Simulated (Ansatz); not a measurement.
Isolated molecules relaxed with PBE0-D4/def2-TZVP in Ansatz; ΔE leaves out vibrations. CBS: MP2 limit from def2 TZ/QZ plus the TZ coupled-cluster correction, frozen cores. DFT in def2-TZVPP. B3LYP here is the variant with VWN-RPA as its local correlation; programs differ in this. For Br outer-core shells are correlated without core-valence functions, which leaves a few kJ/mol of doubt a bond. Scalar relativity is left out up to krypton. Each species was taken in one conformer, which may not be the lowest.

`S=CCB1C[SiH2]1` + `C[SiH2]Br` → `BrB1C[SiH2]1` + `C[SiH2]CC=S`  (redistribution)

(1) Is it downhill or uphill in electronic energy at CCSD(T)/CBS, and by how much? (Best estimate.)

(2) What do these levels give: r2SCAN-D4, r2SCAN, B3LYP, MP2/def2-TZVPP, CCSD(T)/def2-TZVPP, HF/def2-QZVPP? (An estimate is asked.)

Largest T1 diagnostic among the species: 0.016.

Answers

(1) The calculation gave: Uphill: ΔE = +0.26 eV.

(2) Computed: r2SCAN-D4 0.23, r2SCAN 0.24, B3LYP 0.27, MP2/def2-TZVPP 0.20, CCSD(T)/def2-TZVPP 0.21, HF/def2-QZVPP 0.40 eV.

From PBE to PBE0 (25 % exact exchange), in def2-TZVPP and without D4, ΔE moves by +0.04 eV. The D4 term adds −0.04 eV with B3LYP and −0.02 eV with PBE0; it sums over pairs of atoms, weighted by their polarisabilities, and B3LYP, whose exchange is more repulsive, gets the larger term. In def2-TZVPP, CCSD(T) changes the Hartree–Fock value by −0.18 eV (the triples alone add −0.03 eV) and MP2 by −0.19 eV.
